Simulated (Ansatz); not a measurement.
The cluster AlSi4⁺, relaxed as a singlet with RKS PBE-D4/def2-SVP in Ansatz, starting from the GFN1-xTB geometry. Force threshold 0.02 eV/Å.

The restricted singlet is unstable towards broken spin symmetry at other levels; at PBE-D4/def2-SVP this wasn't settled. Another isomer (singlet) lies 0.53 eV lower at PBE0-D4/def2-TZVP; other spin states weren't run for this one.

Start:

Cartesian coordinates in Å:
```
Al -0.503 -1.680 1.302
Si -2.417 -0.432 2.133
Si 1.006 1.408 -0.291
Si 1.017 -0.868 -0.562
Si 0.897 1.572 -2.582
```

```json
{"step": "1", "energy (eV)": "-38063.1204", "largest force component (eV/Å)": "0.895", "SCF passes": "61"}
{"step": "2", "energy (eV)": "-38063.4094", "largest force component (eV/Å)": "0.607", "SCF passes": "34"}
{"step": "3", "energy (eV)": "-38063.7143", "largest force component (eV/Å)": "0.946", "SCF passes": "40"}
{"step": "4", "energy (eV)": "-38064.2004", "largest force component (eV/Å)": "0.979", "SCF passes": "39"}
{"step": "5", "energy (eV)": "-38064.4226", "largest force component (eV/Å)": "2.055", "SCF passes": "36"}
{"step": "6", "energy (eV)": "-38064.8026", "largest force component (eV/Å)": "0.840", "SCF passes": "29"}
{"step": "7", "energy (eV)": "-38065.1344", "largest force component (eV/Å)": "0.836", "SCF passes": "30"}
{"step": "8", "energy (eV)": "-38065.4999", "largest force component (eV/Å)": "0.907", "SCF passes": "31"}
{"step": "9", "energy (eV)": "-38065.8767", "largest force component (eV/Å)": "0.669", "SCF passes": "31"}
{"step": "10", "energy (eV)": "-38066.1722", "largest force component (eV/Å)": "0.322", "SCF passes": "30"}
{"step": "11", "energy (eV)": "-38066.3062", "largest force component (eV/Å)": "0.336", "SCF passes": "30"}
{"step": "12", "energy (eV)": "-38066.3915", "largest force component (eV/Å)": "0.357", "SCF passes": "28"}
{"step": "13", "energy (eV)": "-38066.4253", "largest force component (eV/Å)": "0.593", "SCF passes": "29"}
{"step": "14", "energy (eV)": "-38066.4325", "largest force component (eV/Å)": "0.250", "SCF passes": "29"}
{"step": "15", "energy (eV)": "-38066.4675", "largest force component (eV/Å)": "0.137", "SCF passes": "22"}
{"step": "16", "energy (eV)": "-38066.4714", "largest force component (eV/Å)": "0.051", "SCF passes": "23"}
{"step": "17 (rejected)", "energy (eV)": "-38066.4688", "largest force component (eV/Å)": "0.085", "SCF passes": "22"}
{"step": "18", "energy (eV)": "-38066.4729", "largest force component (eV/Å)": "0.020", "SCF passes": "23"}
```

Force components are those of the run's own axes.

End:

```
atom   x (Å)   y (Å)   z (Å)
 Al1   0.169  -1.368   1.192
 Si2  -1.723   0.099   1.627
 Si3  -0.166   0.980   0.119
 Si4   0.516  -0.928  -1.171
 Si5   1.203   1.216  -1.767
```

Bonds formed: Al1–Si3, Si2–Si3, Si4–Si5 (atoms count from 1).

No frequencies were taken in this run, so the end may be a saddle point.

Run time 14 s (4 threads of Arm Neoverse V1 on a shared host).
